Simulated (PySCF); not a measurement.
Ir³⁺ (iridium, charge +3): M06-L calculation

Configuration: [Xe] 4f14 5d6, high-spin 5D determinant. All numbers are calculated (PySCF 2.14, scalar relativity through the core potential, in cc-pVDZ-PP with ECP60MDF).

```json
{"Total energy": "-102.4352 hartree", "One-electron energy": "-161.5774 hartree", "Hartree (Coulomb) energy": "68.8534 hartree", "Exchange-correlation energy": "-9.7112 hartree", "⟨S²⟩": "6.0015", "⟨L²⟩": "6.018", "Sum of ⟨r⟩": "18.22 bohr", "Sum of ⟨r²⟩": "27.29 bohr²", "Traceless quadrupole moment −½Σ⟨3z² − r²⟩ along its main axis": "0.692 e·bohr²", "Time after the integrals": "0.62 s of wall time on 1 thread of Intel(R) Xeon(R) 6975P-C (shared host)"}
```

```csv
shell,electrons,mean orbital energy (eV),spread (eV),"rms radius, mean of both spins (bohr)"
5s α,1,-131.29,0,1.05
5s β,1,-128.51,0,1.05
5p α,3,-88.517,1.456,1.21
5p β,3,-84.821,0.122,1.21
5d α,5,-38.272,1.562,1.65
5d β,1,-35.466,0,1.65
```

Energies and moments cover only the electrons outside the core potential. Spin-orbit coupling, absent here, splits the open shell strongly.
